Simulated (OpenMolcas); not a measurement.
## Nb3+: effect of the active space

```
Program             : OpenMolcas 26.06
Method              : SS-CASPT2 or its RAS form, IPEA 0.25 Eh, imaginary shift 0.1 Eh
Basis               : ANO-R2
Scalar Hamiltonian  : X2C, finite nucleus
Spin-orbit coupling : RASSI with atomic mean-field integrals over the reference wave functions, term energies averaged over their components
```

A. 2 electrons in 5 orbitals (4d); 2S+1 = 3 even, 10 roots; 2S+1 = 1 even, 15 roots; closed shells correlated: 4s 4p; CASPT2 step of the order of 4 core-seconds
B. 8 electrons in 8 orbitals (RAS1 4p, at most 2 holes; RAS2 4d); 2S+1 = 3 even, 10 roots; 2S+1 = 1 even, 15 roots; closed shells correlated: 4s; CASPT2 step roughly 12 core-seconds
C. 2 electrons in 10 orbitals (4d 5d); 2S+1 = 3 even, 10 roots; 2S+1 = 1 even, 15 roots; closed shells correlated: 4s 4p; CASPT2 step of the order of 80 core-seconds

Energies in cm⁻¹ above 4d² ³F₂.

```
  Level      A      B      C
4d² ³F₂    0.0    0.0    0.0
4d² ³F₃   1072   1167   1080
4d² ³F₄   2310   2500   2320
4d² ¹D₂   7980   7960   7850
4d² ³P₀  10210   9930  10060
4d² ³P₁  10640  10390  10470
4d² ³P₂  11530  11370  11350
4d² ¹G₄  14170  13930  14130
4d² ¹S₀  31740  31200  31880
```

Among A to C the level of the table that moves most is 4d² ¹S₀, by 680 cm-1 (lowest in B, highest in C). Moves below CASPT2's spread within the term are not significant.

CASPT2 breaks the degeneracy within a term, and the mean is taken; among the terms shown or strongly mixed into the levels shown the widest spread is 760 cm-1 (4d² ¹G, C). Active for correlation alone: 4p; no level in the range computed is led by a configuration that opens it, so any true level of that kind is missing (holds for B). Active for correlation alone: 5d; no level in the range computed is led by a configuration that fills it, so any true level of that kind is missing (holds for C). Levels of configurations outside the active space are missing.
